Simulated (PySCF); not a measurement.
Hg(Cl)2 anion (Cl₂Hg), SMILES [Cl][Hg][Cl] (connectivity only; charge and spin as stated), charge -1, multiplicity 2.

Coordinates come from a PBE-D3(BJ)/def2-SVPD optimisation. The spin state was assumed, not searched. The isomer is the one that the SMILES or the coordinates give; other isomers of the formula were not compared. The def2 effective core potentials stand for the cores of Hg; spin–orbit coupling is left out.

Level of theory: IEF-PCM-B3LYP/def2-SVPD in PySCF.

The values are the electrostatic part of the solvation free energy, E(continuum) − E(gas) at the gas-phase geometry, in a cavity of scaled van der Waals radii (PySCF's table); cavitation and dispersion terms are not included. A continuum can't describe solvent molecules that bind to the metal.

Computed values in water (ε = 78.36), 2-propanol (ε = 19.26), ethanol (ε = 24.85):
```
solvent         ε  ΔG(elec) (kcal/mol)
----------  -----  -------------------
water       78.36                -52.9
2-propanol  19.26                -50.6
ethanol     24.85                -51.3
```
